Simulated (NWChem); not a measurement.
System: diethyl ether (C$_{4}$H$_{10}$O); SMILES C(C)OCC

Here is an NWChem input.

```
start job
memory heap 200 mb stack 900 mb global 1100 mb
geometry units angstroms noautosym nocenter noautoz
  C     -0.112662     2.344278    -0.171729
  C     -0.326629     0.939306     0.363638
  O      0.611832     0.076266    -0.250032
  C      0.605532    -1.250783     0.243174
  C     -0.583422    -2.087745    -0.227290
  H      0.915714     2.692774     0.050006
  H     -0.249555     2.364160    -1.271360
  H     -0.832637     3.052440     0.284275
  H     -0.197921     0.919204     1.476816
  H     -1.376836     0.610975     0.163511
  H      0.652866    -1.248101     1.362074
  H      1.550920    -1.707053    -0.119136
  H     -0.471777    -3.139911     0.105107
  H     -0.648104    -2.077988    -1.334118
  H     -1.545939    -1.713361     0.176034
end
basis spherical
  C library 6-31g*
  O library 6-31g*
  H library 6-31g*
end
dft
  xc pbe0
  iterations 150
end
cosmo
  do_cosmo_smd true
  solvent water
end
task dft energy
```

All runs use the structure optimised with PBE-D3(BJ)/def2-SVP. Solvent: water.

Level: PBE0/6-31G* with SMD (1 M gas to 1 M solution), gas-phase geometry.

Problem. What results follow from this input? (PBE0/6-31G* (spherical d), SMD on the gas-phase geometry.) Quantities: solvation free energy (kcal/mol); cavity-dispersion-structure term (kcal/mol); dipole in solution (D).

Solution. 
```yaml
solvation free energy (kcal/mol): -1.2
cavity-dispersion-structure term (kcal/mol): 3.3
dipole in solution (D): 1.76
```
